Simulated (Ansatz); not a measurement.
Reactions of CH₇FO₂SSi₂, SMILES `C[SiH](F)S[SiH](O)O`.

Program: Ansatz. Geometries: PBE0-D4/def2-TZVP. ΔE: electronic, gas phase. CBS: MP2 limit from def2 TZ/QZ plus the TZ coupled-cluster correction, frozen cores. This one scheme is used for every species. For Ge outer-core shells are correlated without core-valence functions, which leaves a few kJ/mol of doubt a bond. Scalar relativity is left out up to krypton. One conformer a species, not always the lowest.

| reaction | CCSD(T)/CBS(def2) (kcal/mol) |
| --- | --- |
| `C[SiH](F)S[SiH](O)O` + GeH₄ → `O[SiH](O)[GeH3]` + `C[SiH](F)S` | 19.4 |
| `C[SiH](F)S[SiH](O)O` + `O[Si](F)(F)F` → `O[SiH](O)O[Si](F)(F)F` + `C[SiH](F)S` | -14.0 |
| `C[SiH](F)S[SiH](O)O` + SiH₄ → `C[SiH](F)[SiH3]` + `O[SiH](O)S` | ? |
| `C[SiH](F)S[SiH](O)O` + `[OH][AlH2]` → `O[SiH](O)[O][AlH2]` + `C[SiH](F)S` | -14.4 |
| `C[SiH](F)S[SiH](O)O` + `C[SiH](O)O` → `C[SiH](O)O[SiH](O)O` + `C[SiH](F)S` | ? |
| `C[SiH](F)S[SiH](O)O` + `O=C=N[SiH2]Cl` → `C[SiH](F)N=C=O` + `O[SiH](O)S[SiH2]Cl` | -0.2 |
| `C[SiH](F)S[SiH](O)O` + H–F → `C[SiH](F)F` + `O[SiH](O)S` | -17.1 |

Q: Fill in the missing values. (Best estimate.)

A: The calculation gave: `C[SiH](F)S[SiH](O)O` + SiH₄ → `C[SiH](F)[SiH3]` + `O[SiH](O)S`: +22.6 kcal/mol; `C[SiH](F)S[SiH](O)O` + `C[SiH](O)O` → `C[SiH](O)O[SiH](O)O` + `C[SiH](F)S`: -15.0 kcal/mol.

Largest T1 diagnostic: 0.014, for `O=C=N[SiH2]Cl`.
